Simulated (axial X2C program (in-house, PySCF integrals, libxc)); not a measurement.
# Low determinants of NaAu⁻ at the PBE0 level, spin-free

Computed with an in-house all-electron X2C program for linear molecules (integrals from PySCF). Spin-free means the one-electron spin-free X2C Hamiltonian. Basis: Au dyall-acv3z [14s15p10d6f4g], Na dyall-av3z [10s9p5d2f] (cores contracted in-house); Gaussian nuclei, density fitting, unrestricted open shells. Masses: Au 196.967 u, Na 22.990 u.

Search at 2.790 Å (vertical energies from the lowest determinant):

```json
{"ΔE (eV)": "0.00", "state": "M_S = 1/2, Λ = 0", "electrons beyond evenly filled partner blocks": "σα", "electrons in σ, π, δ, φ": "35 36 16 4"}
{"ΔE (eV)": "0.77", "state": "M_S = 1/2, Λ = 1", "electrons beyond evenly filled partner blocks": "π+α", "electrons in σ, π, δ, φ": "34 37 16 4"}
{"ΔE (eV)": "2.23", "state": "M_S = 1/2, Λ = 2", "electrons beyond evenly filled partner blocks": "δ+α", "electrons in σ, π, δ, φ": "34 36 17 4"}
{"ΔE (eV)": "2.99", "state": "M_S = 3/2, Λ = 1", "electrons beyond evenly filled partner blocks": "2 × σα, π+α", "electrons in σ, π, δ, φ": "34 37 16 4"}
{"ΔE (eV)": "3.08", "state": "M_S = 3/2, Λ = 0", "electrons beyond evenly filled partner blocks": "3 × σα", "electrons in σ, π, δ, φ": "35 36 16 4"}
{"ΔE (eV)": "3.17", "state": "M_S = 1/2, Λ = 1", "electrons beyond evenly filled partner blocks": "2 × σα, π+β", "electrons in σ, π, δ, φ": "34 37 16 4"}
```

Lowest determinant, M_S = 1/2, Λ = 0 (beyond evenly filled blocks: σα): Re = 2.776 Å, ωe = 168.4 cm⁻¹.

The determinant in row 2 of the search, M_S = 1/2, Λ = 1 (beyond evenly filled blocks: π+α), was followed along the bond at PBE0; measured from the minimum of the lowest determinant it gives:

Te = 0.709 eV (5720 cm⁻¹), Re = 2.604 Å, ωe = 236.3 cm⁻¹.

(1) Compare the bond of the determinant in row 2 with that of the lowest one.

The search compares states at one distance, so a state with another bond length can lie lower; it is not exhaustive and yields mostly the lowest determinant of each block pattern, so other components and higher states of one pattern are missing. These are energies of single determinants, not of spin-adapted states; PBE0 term energies can be off by some tenths of an eV, and the functional has no current term. For an anion, determinants above electron detachment are held by the basis set. Spin–orbit coupling is large for these atoms, so the spin-free order is a model. The highest occupied level of some functionals is positive through self-interaction error; at Hartree–Fock it is bound. Row 1 has a positive highest level at its minimum. Row 2 has a positive highest level at its minimum.

## Answers

(1) At PBE0 its Re is 0.172 Å shorter and its force constant, which goes as ωe², is 1.97 times that of the lowest determinant. T0 ≈ Te + Δωe/2 = 5720 + (34) = 5754 cm⁻¹.
